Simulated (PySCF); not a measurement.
Continuum solvent and chemical shifts

Geometry (Å), atoms numbered from 1 in this order:
```xyz
21

C    -3.389    0.221   -0.395
C    -2.108   -0.155    0.310
F    -2.101   -1.529    0.511
C    -0.856    0.224   -0.453
C     0.417   -0.202    0.258
C     1.691    0.085   -0.503
Cl    1.885    1.874   -0.765
C     2.945   -0.411    0.195
O     4.106   -0.170   -0.532
H    -4.259   -0.116    0.186
H    -3.456    1.311   -0.522
H    -3.432   -0.249   -1.389
H    -2.080    0.309    1.314
H    -0.849    1.315   -0.612
H    -0.901   -0.241   -1.453
H     0.375   -1.290    0.437
H     0.477    0.279    1.250
H     1.653   -0.338   -1.519
H     2.852   -1.503    0.317
H     2.979    0.030    1.213
H     4.119    0.776   -0.726
```

GIAO PBE0/pcSseg-1 in PySCF 2.14.0 with density-fitted response routines on one PBE0-D3(BJ)/def2-SVP conformer, non-relativistic, equivalent nuclei averaged. Solvents enter as an IEF-PCM continuum (chloroform with ε = 4.7, dimethylsulfoxide with ε = 46.8) around the gas-phase geometry. Shifts are referred to TMS, CFCl3 computed in the same medium.

Gas phase, δ in ppm: C2 90.0, C6 76.4, C8 69.9, C4 37.7, C5 32.4, C1 23.3, F3 -202.2, H13 4.29, H18 3.76, H19 3.65, H20 3.40, H16 1.89, H14 1.75, H21 1.45. Dipole moment 1.96 D.

(1) How does each δ change in the continuum?

(2) Which nuclei move most (in ppm), and what does the model miss?

## Answers

(1) 
```tsv
atoms	environment	Δδ, chloroform	Δδ, dimethylsulfoxide
C2	sp3 CH bonded to F	+1.6	+2.2
C6	sp3 CH bonded to Cl	+1.8	+2.5
C8	sp3 CH2 bonded to O	+0.5	+0.7
C4	sp3 CH2	+0.3	+0.4
C5	sp3 CH2	+0.4	+0.5
C1	methyl carbon	+0.2	+0.4
F3	fluorine on an sp3 carbon	-3.6	-4.8
H13	hydrogen on an sp3 CH bonded to F	+0.15	+0.21
H18	hydrogen on an sp3 CH bonded to Cl	+0.18	+0.25
H19	hydrogen on an sp3 CH2 bonded to O	+0.14	+0.19
H20	hydrogen on an sp3 CH2 bonded to O	+0.09	+0.12
H16	hydrogen on an sp3 CH2	+0.02	+0.02
H14	hydrogen on an sp3 CH2	+0.01	+0.01
H21	hydrogen on an alcohol oxygen	+0.29	+0.41
```

Changes are relative to the gas phase. The dipole moment becomes 2.18 D in chloroform, 2.26 D in dimethylsulfoxide.

(2) F3 (fluorine on an sp3 carbon, -4.8 ppm) in dimethylsulfoxide. A continuum only polarises the solute; specific hydrogen bonds, the anisotropy of aromatic solvents and changes of geometry or conformer are outside it.
